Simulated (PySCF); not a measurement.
## Peak assignment

Molfile (atoms numbered from 1):
```
C6H10N2Si
     RDKit          3D

 19 19  0  0  0  0  0  0  0  0999 V2000
    3.6887    0.1367   -0.9102 N   0  0  0  0  0  0  0  0  0  0  0  0
    2.3139   -0.7396   -0.3531 Si  0  0  0  0  0  4  0  0  0  0  0  0
    1.0673    0.4509   -0.0767 N   0  0  0  0  0  0  0  0  0  0  0  0
   -0.3037    0.3010    0.0510 C   0  0  0  0  0  0  0  0  0  0  0  0
   -0.9055   -0.9695    0.1064 C   0  0  0  0  0  0  0  0  0  0  0  0
   -2.2869   -1.0957    0.2168 C   0  0  0  0  0  0  0  0  0  0  0  0
   -3.1064    0.0295    0.2908 C   0  0  0  0  0  0  0  0  0  0  0  0
   -2.5164    1.2928    0.2510 C   0  0  0  0  0  0  0  0  0  0  0  0
   -1.1385    1.4304    0.1300 C   0  0  0  0  0  0  0  0  0  0  0  0
    3.7265    0.5255   -1.8451 H   0  0  0  0  0  0  0  0  0  0  0  0
    4.6106   -0.1119   -0.5742 H   0  0  0  0  0  0  0  0  0  0  0  0
    2.7694   -1.4538    0.8801 H   0  0  0  0  0  0  0  0  0  0  0  0
    1.7427   -1.7514   -1.2956 H   0  0  0  0  0  0  0  0  0  0  0  0
    1.3995    1.4010    0.0484 H   0  0  0  0  0  0  0  0  0  0  0  0
   -0.2855   -1.8683    0.0697 H   0  0  0  0  0  0  0  0  0  0  0  0
   -2.7268   -2.0956    0.2556 H   0  0  0  0  0  0  0  0  0  0  0  0
   -4.1890   -0.0762    0.3838 H   0  0  0  0  0  0  0  0  0  0  0  0
   -3.1385    2.1896    0.3114 H   0  0  0  0  0  0  0  0  0  0  0  0
   -0.6896    2.4272    0.0907 H   0  0  0  0  0  0  0  0  0  0  0  0
  1  2  1  0
  2  3  1  0
  3  4  1  0
  4  5  2  0
  5  6  1  0
  6  7  2  0
  7  8  1  0
  8  9  2  0
  9  4  1  0
  1 10  1  0
  1 11  1  0
  2 12  1  0
  2 13  1  0
  3 14  1  0
  5 15  1  0
  6 16  1  0
  7 17  1  0
  8 18  1  0
  9 19  1  0
M  END
```

Theory: NMR shieldings at HF/pcSseg-1/GIAO, geometry from PBE0-D3(BJ)/def2-SVP, in PySCF (averaged over atoms made equivalent by symmetry, fast rotation or ring inversion, a single conformation, gas phase, non-relativistic).

Shifts are taken against calculated references (same method and geometry level): TMS for 13C and 1H.

Question: Assign these signals to the numbered atoms. 13C{1H} NMR (computed): δ 156.9, 140.5, 122.2, 119.2.

Answer: 
| δ (ppm) | atoms | environment | reason |
| --- | --- | --- | --- |
| 156.9 | C4 | aromatic carbon bearing nitrogen | the electronegative substituent deshields the carbon that carries it |
| 140.5 | C6/C8 | aromatic CH | – |
| 122.2 | C7 | aromatic CH | – |
| 119.2 | C5/C9 | aromatic CH | π donation from the O or N substituent raises the electron density at positions ortho and para to it |

Question: Assign these signals to the numbered atoms. 1H NMR (400 MHz, computed): δ 7.46 (m, 2H), 6.79 (t, 1H), 6.67 (d, 2H), 4.64 (s, 2H), 2.82 (br s, 1H), 0.73 (br s, 2H).

Answer: 
```tsv
δ (ppm)	atoms	environment	reason
7.46	H16/H18	hydrogen on an aromatic CH	aromatic region
6.79	H17	hydrogen on an aromatic CH	–
6.67	H15/H19	hydrogen on an aromatic CH	–
4.64	H12/H13	hydrogen on a silicon bonded to 2 N	–
2.82	H14	hydrogen on an aniline-type nitrogen	exchangeable, gas-phase position
0.73	H10/H11	hydrogen on a nitrogen bonded to Si	labile proton, position sensitive to the medium
```

H17 and H15/H19 lie closer than the usual error of such a calculation, so a measured spectrum could show them in the other order.

Exchangeable OH/NH protons stand at their gas-phase positions; hydrogen bonding in a real sample shifts them, mostly to higher δ. Shifts are as computed. Against solution values, carbons near 30 ppm lie about -0 ppm off and those near 130 ppm about +7 ppm. Of 1211 compounds with measured shifts, 218 miss one by over three times the rms of a fit or turn the order of signals round; such compounds aren't used in these exercises. Multiplicities follow the n + 1 count of equivalent neighbours, as no J values were calculated; m marks all less simple cases, F and P coupling included.
